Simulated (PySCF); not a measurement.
Consider fluorogermane, `[F][GeH3]` (FGeH3). Non-hydrogen atoms are numbered in `[F:1][GeH3:2]`.

These are calculated values, M06-2X/def2-TZVP in PySCF (grid level 3) at geometries from PBE0-D3(BJ)/def2-SVP. Thermal corrections: PBE0-D3(BJ)/def2-SVP frequencies, unscaled, ideal gas at 298.15 K and 1 bar, quasi-RRHO entropy.

(1) Rank these bonds by dissociation enthalpy, weakest first.
A. Ge2–H
B. F1–Ge2

(2) For Ge2–H, what are ΔE (electronic) and ΔG(298 K) of the homolysis?

Answers

(1) A (343 kJ/mol), B (530 kJ/mol).

(2) ΔE = 362 and ΔG = 305 kJ/mol, beside ΔH = 343 kJ/mol. The radicals are `[F][GeH2]` and H•.

Caveats: spin-orbit coupling is left out of the energies, which matters for open shells on the heavier atoms; atoms from Ga to Kr are treated without relativity.

---

Consider chlorodimethylborane, `CB(C)Cl` (C2H6BCl). Numbering: `[CH3:1][B:2]([CH3:3])[Cl:4]`

Energies: M06-2X/def2-TZVP (PySCF, density fitting, integration grid level 3) on PBE0-D3(BJ)/def2-SVP structures. Zero-point and thermal terms (298.15 K, 1 bar) come from unscaled PBE0-D3(BJ)/def2-SVP harmonic frequencies, with soft modes damped to free rotors in the entropy.

(1) Rank these bonds by dissociation enthalpy, weakest first.
A. C1–B2
B. C1–H
C. B2–Cl4

(2) For B2–Cl4, what are ΔE (electronic) and ΔG(298 K) of the homolysis?

Answers

(1) B (395 kJ/mol), A (434 kJ/mol), C (521 kJ/mol).

(2) ΔE = 529 and ΔG = 480 kJ/mol, beside ΔH = 521 kJ/mol. The radicals are `C[B]C` and Cl•.

Caveats: spin-orbit coupling is left out of the energies, which matters for open shells on the heavier atoms.

---

Consider methoxydichloroborane, `COB(Cl)Cl` (CH3BCl2O). Numbering: `[CH3:1][O:2][B:3]([Cl:4])[Cl:5]`

These are calculated values, M06-2X/def2-TZVP in PySCF (grid level 3) at geometries from PBE0-D3(BJ)/def2-SVP. Zero-point and thermal terms (298.15 K, 1 bar) come from unscaled PBE0-D3(BJ)/def2-SVP harmonic frequencies, with soft modes damped to free rotors in the entropy.

(1) Rank these bonds by dissociation enthalpy, weakest first.
A. C1–O2
B. B3–Cl4
C. O2–B3
D. C1–H

(2) For C1–O2, what are ΔE (electronic) and ΔG(298 K) of the homolysis?

Answers

(1) D (407 kJ/mol), B (498 kJ/mol), A (522 kJ/mol), C (567 kJ/mol).

(2) ΔE = 546 and ΔG = 474 kJ/mol, beside ΔH = 522 kJ/mol. The radicals are CH3• and `[O]B(Cl)Cl`.

Caveats: spin-orbit coupling is left out of the energies, which matters for open shells on the heavier atoms.
